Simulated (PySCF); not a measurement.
C6H5O, SMILES [O]c1ccccc1, doublet at its B3LYP/def2-SVP optimised geometry (Å):

```
12

O      1.4106     2.2515     0.0000
C      0.7556     1.1862     0.0000
C      1.4130    -0.1139     0.0000
C      0.6781    -1.2824     0.0000
C     -0.7334    -1.2353     0.0001
C     -1.4124     0.0031     0.0000
C     -0.7013     1.1862     0.0000
H      2.5055    -0.1137     0.0000
H      1.1840    -2.2515     0.0000
H     -1.3059    -2.1663     0.0000
H     -2.5055     0.0171     0.0001
H     -1.1942     2.1612     0.0000
```

Calculation: unrestricted B3LYP/def2-TZVP (PySCF).

Map of the log10 of the electron density (e/bohr³), floored at −4 on the plane z = 1.2 Å:

```
|                           |
|                           |
|                           |
|              .:::.        |
|          ....-=+==:.      |
|        :-----=*##*=:      |
|       .-+++==*#%%#*=.     |
|       -+*##**#%@@%*=:     |
|      .-+#%%%#%%@@%*=:     |
|      :=*#@@@@@@@%#*=:     |
|     :-+#%@@@@@@@%#+-:     |
|    :-+*%@@@@@@@@%#*=-.    |
|    -+*#%@@@%%%@@@%#*=:    |
|   .-+#%@@@@%#%@@@@%*+-    |
|    -+*#%@@@%%%@@@@%*+-    |
|    .-+*#@@@@@@@@@%#+=:    |
|     :-+#%@@@@@@@%#+=:.    |
|      :=*%@@@@@@@%*=:.     |
|      .=*#%%%%%%%#+-.      |
|      .-+*##**###*+-       |
|       :=++++=+**+=:       |
|        :---::-==-:        |
|         ...  ..:.         |
|                           |
|                           |
|                           |
|                           |
```
Scale: ten equal steps from -4.00 (start of ' ') to -1.77 (end of '@'), in the order ' .:-=+*#%@'; x runs from -5.00 to 5.00, y from -5.00 (bottom) to 5.00 (top).
